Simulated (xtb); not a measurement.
xtb input (GFN2-xTB):

```bash
xtb mol.xyz --gfn 2 --sp --chrg 0 --uhf 0
```
mol.xyz:
```
18

Si    -0.35253679    -0.44917242     0.99775782
C     -0.08154105     1.18114586     1.86417214
N      1.03807130    -0.73467431     0.01015769
Si     2.47351824     0.21257462    -0.18310178
N     -1.74230965    -0.46582037    -0.03140850
Si    -1.80456247     0.11948700    -1.65782740
H     -0.57152226    -1.51957673     2.00396899
H     -0.93792406     1.41029764     2.50160726
H      0.80942260     1.16261799     2.49626907
H      0.02524202     1.99760856     1.14655049
H      1.02159940    -1.58852556    -0.53094903
H      3.21331457     0.37368594     1.09287641
H      3.34172808    -0.48462332    -1.15989389
H      2.17076330     1.57389086    -0.68609381
H     -2.58668710    -0.87887904     0.33656823
H     -3.22084523     0.37609507    -2.01342291
H     -1.25100600    -0.84023730    -2.64708697
H     -1.02503621     1.37378479    -1.77227226
```

End of the output:

```
         :::::::::::::::::::::::::::::::::::::::::::::::::::::
         ::                     SUMMARY                     ::
         :::::::::::::::::::::::::::::::::::::::::::::::::::::
         :: total energy             -19.380826995197 Eh    ::
         :: gradient norm              0.029996015021 Eh/a0 ::
         :: HOMO-LUMO gap              5.193585482625 eV    ::
         ::.................................................::
         :: SCC energy               -19.598715875924 Eh    ::
         :: -> isotropic ES            0.063484198135 Eh    ::
         :: -> anisotropic ES          0.010125693040 Eh    ::
         :: -> anisotropic XC          0.007957398276 Eh    ::
         :: -> dispersion             -0.015338512896 Eh    ::
         :: repulsion energy           0.217888880728 Eh    ::
         :: add. restraining           0.000000000000 Eh    ::
         :: total charge              -0.000000000000 e     ::
         :::::::::::::::::::::::::::::::::::::::::::::::::::::

           -------------------------------------------------
          |                Property Printout                |
           -------------------------------------------------

    * Orbital Energies and Occupations

         #    Occupation            Energy/Eh            Energy/eV
      -------------------------------------------------------------
         1        2.0000           -0.7469316             -20.3250
       ...           ...                  ...                  ...
         7        2.0000           -0.4778097             -13.0019
         8        2.0000           -0.4717163             -12.8361
         9        2.0000           -0.4598951             -12.5144
        10        2.0000           -0.4570403             -12.4367
        11        2.0000           -0.4352873             -11.8448
        12        2.0000           -0.4287938             -11.6681
        13        2.0000           -0.4235801             -11.5262
        14        2.0000           -0.4212359             -11.4624
        15        2.0000           -0.4136129             -11.2550
        16        2.0000           -0.4124823             -11.2242
        17        2.0000           -0.4048091             -11.0154
        18        2.0000           -0.3785000             -10.2995
        19        2.0000           -0.3707152             -10.0877 (HOMO)
        20                         -0.1798544              -4.8941 (LUMO)
        21                         -0.1739515              -4.7335
        22                         -0.1613085              -4.3894
        23                         -0.1606093              -4.3704
        24                         -0.1582625              -4.3065
        25                         -0.1554246              -4.2293
        26                         -0.1232212              -3.3530
        27                         -0.1199003              -3.2627
        28                         -0.1062086              -2.8901
        29                         -0.0535246              -1.4565
        30                         -0.0416384              -1.1330
       ...                                ...                  ...
        51                          0.7818743              21.2759
      -------------------------------------------------------------
                  HL-Gap            0.1908608 Eh            5.1936 eV
             Fermi-level           -0.2752848 Eh           -7.4909 eV

     #   Z          covCN         q      C6AA      α(0)
     1  14 Si       3.633     0.542    96.660    18.859
     2   6 C        3.652    -0.207    24.967     7.176
     3   7 N        2.500    -0.443    31.650     8.355
     4  14 Si       3.641     0.490    97.843    18.969
     5   7 N        2.500    -0.444    31.673     8.358
     6  14 Si       3.676     0.491    97.545    18.924
     7   1 H        0.912    -0.107     5.821     3.774
     8   1 H        0.924     0.024     2.681     2.560
     9   1 H        0.924     0.023     2.692     2.566
    10   1 H        0.924     0.029     2.602     2.523
    11   1 H        0.862     0.142     1.453     1.888
    12   1 H        0.912    -0.111     5.973     3.823
    13   1 H        0.913    -0.117     6.212     3.898
    14   1 H        0.913    -0.111     5.958     3.818
    15   1 H        0.861     0.143     1.451     1.887
    16   1 H        0.913    -0.118     6.259     3.913
    17   1 H        0.912    -0.112     6.025     3.839
    18   1 H        0.913    -0.112     6.023     3.839

 Mol. C6AA /au·bohr⁶  :       4871.930096
 Mol. C8AA /au·bohr⁸  :     169706.804217
 Mol. α(0) /au        :        118.970060

Wiberg/Mayer (AO) data.
largest (>0.10) Wiberg bond orders for each atom

 ---------------------------------------------------------------------------
     #   Z sym  total        # sym  WBO       # sym  WBO       # sym  WBO
 ---------------------------------------------------------------------------
     1  14 Si   3.850 --     3 N    1.045     5 N    1.026     2 C    0.881
                             7 H    0.862
     2   6 C    3.978 --     9 H    0.995     8 H    0.995    10 H    0.989
                             1 Si   0.881
     3   7 N    3.284 --     4 Si   1.068     1 Si   1.045    11 H    0.970
     4  14 Si   3.753 --     3 N    1.068    14 H    0.888    12 H    0.888
                            13 H    0.887
     5   7 N    3.282 --     6 Si   1.071     1 Si   1.026    15 H    0.970
     6  14 Si   3.751 --     5 N    1.071    18 H    0.891    17 H    0.885
                            16 H    0.884
     7   1 H    0.989 --     1 Si   0.862
     8   1 H    0.999 --     2 C    0.995
     9   1 H    0.999 --     2 C    0.995
    10   1 H    0.999 --     2 C    0.989
    11   1 H    0.980 --     3 N    0.970
    12   1 H    0.988 --     4 Si   0.888
    13   1 H    0.986 --     4 Si   0.887
    14   1 H    0.988 --     4 Si   0.888
    15   1 H    0.980 --     5 N    0.970
    16   1 H    0.986 --     6 Si   0.884
    17   1 H    0.987 --     6 Si   0.885
    18   1 H    0.987 --     6 Si   0.891
 ---------------------------------------------------------------------------
Note: The following floating-point exceptions are signalling: IEEE_UNDERFLOW_FLAG IEEE_DENORMAL
normal termination of xtb

Topologies differ in total number of bonds
Writing topology from bond orders to xtbtopo.mol

molecular dipole:
                 x           y           z       tot (Debye)
 q only:       -0.097      -0.243      -0.014
   full:       -0.235      -0.239       0.216       1.015
molecular quadrupole (traceless):
                xx          xy          yy          xz          yz          zz
 q only:        0.729       0.478      -0.016      -0.774      -0.418      -0.713
  q+dip:       -1.323       0.298       2.383      -2.314       1.205      -1.060
   full:       -0.320       0.598       1.408      -2.227       1.417      -1.088

           -------------------------------------------------
          | TOTAL ENERGY              -19.380826995197 Eh   |
          | GRADIENT NORM               0.029996015021 Eh/α |
          | HOMO-LUMO GAP               5.193585482625 eV   |
           -------------------------------------------------

------------------------------------------------------------------------
------------------------------------------------------------------------
 total:
 SCF:
```
